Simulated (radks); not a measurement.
Ionisation of neutral argon, [Ar], to [Ne] 3s2 3p5 as the strength of local exchange is varied. Method: scalar-relativistic Kohn-Sham, Slater X-alpha exchange (alpha = 2/3 is LDA exchange), no correlation, spin-polarised, spherical densities, point nucleus; computed with a radial shooting solver on a logarithmic mesh with Libxc functionals.

[
 {"alpha": "0.591", "E(Ar) (hartree)": "-523.22772", "exchange (hartree)": "-24.59260", "IE (eV)": "13.442", "-e of the level emptied (eV)": "8.122 (3p)", "<r> of it (bohr)": "1.712"},
 {"alpha": "0.667", "E(Ar) (hartree)": "-526.39959", "exchange (hartree)": "-27.90307", "IE (eV)": "14.475", "-e of the level emptied (eV)": "9.072 (3p)", "<r> of it (bohr)": "1.681"},
 {"alpha": "0.668", "E(Ar) (hartree)": "-526.44143", "exchange (hartree)": "-27.94685", "IE (eV)": "14.489", "-e of the level emptied (eV)": "9.085 (3p)", "<r> of it (bohr)": "1.681"},
 {"alpha": "0.908", "E(Ar) (hartree)": "-536.56904", "exchange (hartree)": "-38.62133", "IE (eV)": "17.979", "-e of the level emptied (eV)": "12.346 (3p)", "<r> of it (bohr)": "1.593"},
 {"alpha": "0.959", "E(Ar) (hartree)": "-538.74272", "exchange (hartree)": "-40.93236", "IE (eV)": "18.763", "-e of the level emptied (eV)": "13.088 (3p)", "<r> of it (bohr)": "1.576"},
 {"alpha": "0.987", "E(Ar) (hartree)": "-539.93932", "exchange (hartree)": "-42.20752", "IE (eV)": "19.200", "-e of the level emptied (eV)": "13.503 (3p)", "<r> of it (bohr)": "1.567"},
 {"alpha": "0.999", "E(Ar) (hartree)": "-540.45285", "exchange (hartree)": "-42.75539", "IE (eV)": "19.388", "-e of the level emptied (eV)": "13.682 (3p)", "<r> of it (bohr)": "1.563"}
]

NIST Atomic Spectra Database: 15.760 eV (measured). The Delta-SCF value meets it near alpha = 0.76. Open shells are spherical and high-spin; term and fine-structure splittings are not resolved.
